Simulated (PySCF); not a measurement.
## Ni (nickel, neutral): UHF calculation

Configuration: [Ar] 3d7 4s2 5s1, high-spin 5F determinant (an excited configuration). Calculation: PySCF 2.14, in aug-cc-pVDZ-DK (7s6p4d2f, 59 functions); scalar relativity by spin-free X2C-1e.

| Property | Result |
| --- | --- |
| Total energy | -1518.764661 hartree |
| One-electron energy | -2096.6436 hartree |
| Hartree (Coulomb) energy | 639.9849 hartree |
| Exchange energy | -62.1059 hartree |
| ⟨S²⟩ | 6.0051 |
| ⟨L²⟩ | 12.023 |
| Sum of ⟨r⟩ | 27.23 bohr |
| Sum of ⟨r²⟩ | 95.96 bohr² |
| Langevin diamagnetic susceptibility | -76.0 ×10⁻⁶ cm³/mol |

```csv
shell,electrons,mean orbital energy (hartree),spread (hartree),"rms radius, mean of both spins (bohr)"
1s α,1,-309.22795,0,0.0624
1s β,1,-309.22402,0,0.0624
2s α,1,-39.16999,0,0.265
2s β,1,-39.04762,0,0.265
2p α,3,-33.62422,0,0.238
2p β,3,-33.50345,0,0.238
3s α,1,-5.62605,0,0.789
3s β,1,-5.31878,0,0.789
3p α,3,-3.93653,0,0.838
3p β,3,-3.56952,0,0.838
3d α,5,-1.22367,0.05595,1.02
3d β,2,-1.07491,0,1.02
4s α,1,-0.52075,0,2.70
4s β,1,-0.48519,0,2.70
5s α,1,-0.09601,0,8.25
```

The outer electron is Rydberg-like, and this basis confines it to a smaller radius and binds it less than a complete one would.

Densities and radii are taken from the X2C orbitals without a picture-change correction, which distorts them close to the nucleus.

Spin-orbit constants ζ (cm⁻¹) from the X2C one-electron operator on these orbitals: bare nucleus, nucleus screened by l(l+1)(2l+1)/3 electrons, and screened by the Breit-Pauli mean field of the electrons.

```csv
shell,bare,screened nucleus,mean field
2p,98530,91490,88320
3p,12510,11620,11140
3d,1285,826.3,755.8
```

To first order the Landé constant is A = -188.9 cm⁻¹, so the lowest level has J = 5 and lies 0.141 eV below the centre of the term. This holds in LS coupling only.
